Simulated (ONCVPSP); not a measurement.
Building the ONCV potential for vanadium (V) (LDA (Perdew-Zunger), scalar-relativistic).

ONCVPSP 4.0.1 input, shortened (lines: element, Z, core and valence counts, functional; n l f; lmax; l rc ep ncon nbas qcut; lloc lpopt rc5 dvloc0; l nproj debl; icmod fcfact rcfact), LDA (Perdew-Zunger), scalar-relativistic:

```
  V 23.00    5    2        3      upf
    1    0    2.00
    2    0    2.00
    2    1    6.00
    3    0    2.00
    3    1    6.00
    3    2    4.00
    4    0    1.00
    2
    0    2.90    0.00    3    7    2.00
    1    2.85    0.33    4    8    4.60
    2    1.85    0.00    3    8    7.00
    4    5    1.55    2.00
    0    2    2.40
    1    2    0.50
    2    1    1.20
    2    0.25    1.10
```

In the p channel the program set the typed energies aside and used 0.050, 0.550 Ha.

Poles of the logarithmic derivatives, all-electron (AE) and pseudo (PS). s: poles at 0.6, 3.9 (AE) and 0.6, 4.1 (PS) Ha. p: poles at -1.5, 1.1, 4.5 (AE) and -0.8, 1.1 (PS) Ha. d: poles at 0.4 (AE) and 0.4 (PS) Ha. Test radii: s 2.94, p 2.89, d 1.88 bohr.

- Cutoffs needed: 21 Ha and 24 Ha (the cutoffs (Ha) at which the residual kinetic energy of the hardest occupied pseudo-wave falls to 1 and 0.1 mHa per electron)
- Ghost test: ghosts flagged at negative energy: p at -21.1 eV; GHOST(+) flagged for s at 59.9 eV; a true bound ghost makes a file unfit for plane-wave use
- Largest excitation error: -116 meV (all-electron minus pseudo) for 3d3 4s0, out of 4 test configurations
- rms error of d²Exc/dni dnj: 12.68 mHa without and 7.14 mHa with the model core
